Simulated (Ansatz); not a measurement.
`[SiH3]OCCCl` + `[CH3][GaH][CH3]` → `[CH3][GaH][SiH3]` + `COCCCl`  (formal exchange of groups at the Si–O bond)

Program: Ansatz. Geometries: PBE0-D4/def2-TZVP. ΔE: electronic, gas phase. CCSD(T)/CBS adds triple-zeta CCSD(T) − MP2 to the extrapolated MP2 energy (def2 sets, frozen cores). Functionals use def2-TZVPP. B3LYP here is the variant with VWN-RPA as its local correlation; programs differ in this. For Ga outer-core shells are correlated without core-valence functions, which leaves a few kJ/mol of doubt a bond. Scalar relativity is left out up to krypton. One conformer a species, not always the lowest.

```
             level  ΔE (kJ/mol)  difference from CCSD(T)/CBS
            PBE-D4        121.2                        -28.4
         r2SCAN-D4        139.3                        -10.3
           PBE0-D4        129.0                        -20.6
          B3LYP-D4        139.6                        -10.0
           ωB97X-V        140.2                         -9.4
           ωB97M-V        146.2                         -3.4
            B2PLYP        148.1                         -1.5
               PBE        121.4                        -28.2
            r2SCAN        139.3                        -10.3
              PBE0        129.2                        -20.4
             B3LYP        139.8                         -9.8
     HF/def2-TZVPP        154.7                          5.1
    MP2/def2-TZVPP        160.0                         10.4
SCS-MP2/def2-TZVPP        156.8                          7.2
   CCSD/def2-TZVPP        147.4                         -2.2
CCSD(T)/def2-TZVPP        145.4                         -4.2
     HF/def2-QZVPP        156.5                          6.9
    MP2/def2-QZVPP        163.0                         13.4
SCS-MP2/def2-QZVPP        159.9                         10.3
      HF/CBS(def2)        156.8                          7.2
     MP2/CBS(def2)        164.1                         14.5
    CCSD/CBS(def2)        151.5                          1.9
       CCSD(T)/CBS        149.6                            0
```

Largest T1 diagnostic among the species: 0.012.

From PBE to PBE0 (25 % exact exchange), in def2-TZVPP and without D4, ΔE moves by +7.8 kJ/mol.
